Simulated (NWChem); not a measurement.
System: MgF$_{2}$; SMILES [F][Mg][F]

The following NWChem deck was run.

```
start job
memory heap 200 mb stack 900 mb global 1100 mb
geometry units angstroms noautoz
  Mg     0.000000     0.000000    -0.047706
  F      1.735314     0.000000    -0.047666
  F     -1.735314     0.000000    -0.047666
end
basis spherical
  Mg library 3-21g
  F library 3-21g
end
dft
  xc b3lyp
  iterations 150
  mulliken
end
task dft energy
```

Parts of the log:

```
             Northwest Computational Chemistry Package (NWChem) 7.3.0
             --------------------------------------------------------

 ORDER OF PRIMARY AXIS IS BEING SET TO 4
 D4H symmetry detected

                             Geometry "geometry" -> ""
                             -------------------------

 Output coordinates in angstroms (scale by  1.889725989 to convert to a.u.)

  No.       Tag          Charge          X              Y              Z
 ---- ---------------- ---------- -------------- -------------- --------------
    1 Mg                  12.0000     0.00000000     0.00000000     0.00000000
    2 F                    9.0000     0.00000000     0.00000000     1.73531400
    3 F                    9.0000     0.00000000     0.00000000    -1.73531400

 Effective nuclear repulsion energy (a.u.)      78.2186764865

      Symmetry information
      --------------------

 Group name             D4h
 Group number             28
 Group order              16
 No. of unique centers     2

                                 NWChem DFT Module
                                 -----------------

 Summary of "ao basis" -> "ao basis" (spherical)
 ------------------------------------------------------------------------------
       Tag                 Description            Shells   Functions and Types
 ---------------- ------------------------------  ------  ---------------------
 Mg                          3-21g                   7       13   4s3p
 F                           3-21g                   5        9   3s2p

      Symmetry analysis of basis
      --------------------------

        a1g         9
        a1u         0
        a2g         0
        a2u         8
        b1g         0
        b1u         0
        b2g         0
        b2u         0
        eg          4
        eu         10

            General Information
            -------------------
          SCF calculation type: DFT
          Wavefunction type:  closed shell.
          No. of atoms     :     3
          No. of electrons :    30
           Alpha electrons :    15
            Beta electrons :    15
          Charge           :     0
          Spin multiplicity:     1
          Use of symmetry is: on ; symmetry adaption is: on
          Maximum number of iterations: 150
          AO basis - number of functions:    31
                     number of shells:    17
          Convergence on energy requested:  1.00D-06
          Convergence on density requested:  1.00D-05
          Convergence on gradient requested:  5.00D-04

              XC Information
              --------------
                         B3LYP Method XC Potential
                     Hartree-Fock (Exact) Exchange  0.200
                        Slater Exchange Functional  0.800 local
                    Becke 1988 Exchange Functional  0.720 non-local
              Lee-Yang-Parr Correlation Functional  0.810
                  VWN I RPA Correlation Functional  0.190 local

             Grid Information
             ----------------
          Grid used for XC integration:  medium
          Radial quadrature: Mura-Knowles
          Angular quadrature: Lebedev.
          Tag              B.-S. Rad. Rad. Pts. Rad. Cut. Ang. Pts.
          ---              ---------- --------- --------- ---------
          Mg                  1.50       88           8.0       590
          F                   0.50       49           7.0       434
          Grid pruning is: on
          Number of quadrature shells:   137
          Spatial weights used:  Erf1

      Superposition of Atomic Density Guess
      -------------------------------------

 Sum of atomic energies:        -396.18281710

      Non-variational initial energy
      ------------------------------

 Total energy =    -395.947111
 1-e energy   =    -711.135685
 2-e energy   =     236.969897
 HOMO         =      -0.618875
 LUMO         =      -0.118646

      Symmetry analysis of molecular orbitals - initial
      -------------------------------------------------

  Numbering of irreducible representations:

     1 a1g         2 a1u         3 a2g         4 a2u         5 b1g
     6 b1u         7 b2g         8 b2u         9 eg         10 eu

  Orbital symmetries:

     1 a1g         2 a2u         3 a1g         4 a1g         5 a2u
     6 eu          7 eu          8 a1g         9 a2u        10 a1g
    11 a2u        12 eu         13 eu         14 eg         15 eg
    16 a1g        17 eu         18 eu         19 a2u        20 a1g
    21 eu         22 eu         23 a2u        24 eg         25 eg

     ---------------------------------------------
      Total Density - Mulliken Population Analysis
     ---------------------------------------------

    Atom       Charge   Shell Charges
 -----------   ------   -------------------------------------------------------
    1 Mg  12    10.40   2.00  1.98  5.88  0.20  0.28  0.02  0.05
    2 F    9     9.80   1.98  0.46  2.70  1.52  3.14
    3 F    9     9.80   1.98  0.46  2.70  1.52  3.14

   convergence    iter        energy       DeltaE   RMS-Dens  Diis-err
 ---------------- ----- ----------------- --------- --------- ---------
 d= 0,ls=0.0,diis     1   -397.5053193093 -4.76D+02  5.71D-02  1.10D+00
 d= 0,ls=0.0,diis     2   -397.2148311231  2.90D-01  3.25D-02  4.85D+00
 d= 0,ls=0.0,diis     3   -397.6350565055 -4.20D-01  1.05D-03  7.03D-04
 d= 0,ls=0.0,diis     4   -397.6351983701 -1.42D-04  1.97D-04  1.35D-04
 d= 0,ls=0.0,diis     5   -397.6352130331 -1.47D-05  2.04D-05  4.11D-07
 d= 0,ls=0.0,diis     6   -397.6352130919 -5.88D-08  2.82D-06  3.96D-08

         Total DFT energy =     -397.635213091895
      One electron energy =     -714.052405223689
           Coulomb energy =      275.800194762239
    Exchange-Corr. energy =      -37.601679116904
 Nuclear repulsion energy =       78.218676486459

 Numeric. integr. density =       29.999999693858

                  Occupations of the irreducible representations
                  ----------------------------------------------

                     irrep           alpha         beta
                     --------     --------     --------
                     a1g               5.0          5.0
                     a1u               0.0          0.0
                     a2g               0.0          0.0
                     a2u               4.0          4.0
                     b1g               0.0          0.0
                     b1u               0.0          0.0
                     b2g               0.0          0.0
                     b2u               0.0          0.0
                     eg                2.0          2.0
                     eu                4.0          4.0

                       DFT Final Molecular Orbital Analysis
                       ------------------------------------

 Vector   13  Occ=2.000000D+00  E=-3.197928D-01  Symmetry=eu
              MO Center= -1.9D-22,  1.3D-22,  9.1D-14, r^2= 3.4D+00
   Bfn.  Coefficient  Atom+Function         Bfn.  Coefficient  Atom+Function
  ----- ------------  ---------------      ----- ------------  ---------------
    20      0.327169  2 F  px                29      0.327169  3 F  px
    16      0.298348  2 F  px                25      0.298348  3 F  px
    21     -0.214579  2 F  py                30     -0.214579  3 F  py
    17     -0.195677  2 F  py                26     -0.195677  3 F  py
     7      0.148197  1 Mg px                 8     -0.097198  1 Mg py

 Vector   14  Occ=2.000000D+00  E=-2.985625D-01  Symmetry=eg
              MO Center=  2.2D-16, -1.2D-16, -1.1D-13, r^2= 3.4D+00
   Bfn.  Coefficient  Atom+Function         Bfn.  Coefficient  Atom+Function
  ----- ------------  ---------------      ----- ------------  ---------------
    20      0.387551  2 F  px                29     -0.387551  3 F  px
    16      0.336467  2 F  px                25     -0.336467  3 F  px
    21     -0.204903  2 F  py                30      0.204903  3 F  py
    17     -0.177894  2 F  py                26      0.177894  3 F  py

 Vector   15  Occ=2.000000D+00  E=-2.985625D-01  Symmetry=eg
              MO Center=  2.1D-16,  3.9D-16,  1.7D-14, r^2= 3.4D+00
   Bfn.  Coefficient  Atom+Function         Bfn.  Coefficient  Atom+Function
  ----- ------------  ---------------      ----- ------------  ---------------
    21      0.387551  2 F  py                30     -0.387551  3 F  py
    17      0.336467  2 F  py                26     -0.336467  3 F  py
    20      0.204903  2 F  px                29     -0.204903  3 F  px
    16      0.177894  2 F  px                25     -0.177894  3 F  px

 Vector   16  Occ=0.000000D+00  E=-6.255490D-02  Symmetry=a1g
              MO Center=  1.4D-16,  6.3D-17, -6.1D-18, r^2= 4.6D+00
   Bfn.  Coefficient  Atom+Function         Bfn.  Coefficient  Atom+Function
  ----- ------------  ---------------      ----- ------------  ---------------
    10      0.988884  1 Mg s                 19     -0.278501  2 F  s
    28     -0.278501  3 F  s                  2     -0.240975  1 Mg s
    22      0.161583  2 F  pz                31     -0.161583  3 F  pz
     6      0.120271  1 Mg s                 18      0.118658  2 F  pz
    27     -0.118658  3 F  pz                14      0.042184  2 F  s

 Vector   17  Occ=0.000000D+00  E= 6.472903D-03  Symmetry=eu
              MO Center= -1.1D-21, -5.9D-22,  6.6D-17, r^2= 6.3D+00
   Bfn.  Coefficient  Atom+Function         Bfn.  Coefficient  Atom+Function
  ----- ------------  ---------------      ----- ------------  ---------------
    11      0.738911  1 Mg px                12      0.394196  1 Mg py
     7      0.181599  1 Mg px                20     -0.168727  2 F  px
    29     -0.168727  3 F  px                16     -0.129821  2 F  px
    25     -0.129821  3 F  px                 3     -0.105797  1 Mg px
     8      0.096880  1 Mg py                21     -0.090013  2 F  py

[...]
```

Level: B3LYP/3-21G. The geometry was optimised at B3LYP/6-31G* (spherical d).
